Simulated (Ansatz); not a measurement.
Relaxation of FH₄NOSi (8 atoms, charge 0, multiplicity 1), to a largest force component of 0.015 eV/Å in at most 40 steps.

The calculation used RKS r2SCAN-D4/def2-mTZVP in Ansatz.

```xyz
8
Properties=species:S:1:pos:R:3
N -1.026 0.404 -0.054
Si 0.530 -0.031 -0.199
O 0.699 -1.065 1.044
F 0.756 -0.812 -1.574
H -1.301 0.995 -0.904
H -1.152 1.090 0.728
H 1.428 1.161 -0.115
H 0.157 -1.799 1.019
```

Where does it end, and by what steps?

It converged. After 9 steps the energy has fallen by 0.674 eV; H7 moved furthest, 0.35 Å.

```tsv
step	energy less start (eV)	largest force component (eV/Å)	accepted
0	0.0000	4.053	yes
1	-0.5004	1.793	yes
2	-0.6392	0.265	yes
3	-0.6420	0.523	yes
4	-0.6432	0.503	yes
5	-0.6091	1.037	no
6	-0.6710	0.110	yes
7	-0.6715	0.077	yes
8	-0.6727	0.192	yes
9	-0.6736	0.007	yes
```

```xyz
8
Properties=species:S:1:pos:R:3
N -1.019 0.571 -0.113
Si 0.584 -0.013 -0.183
O 0.849 -1.102 1.012
F 0.698 -0.657 -1.651
H -1.476 0.918 -0.946
H -1.381 1.024 0.715
H 1.696 0.945 -0.055
H 0.141 -1.742 1.166
```

Whether the end is a true minimum wasn't checked by a vibrational analysis.

Time of the run: 30 s on 2 threads of Arm Neoverse V1 (shared host), peak memory 0.18 GiB.
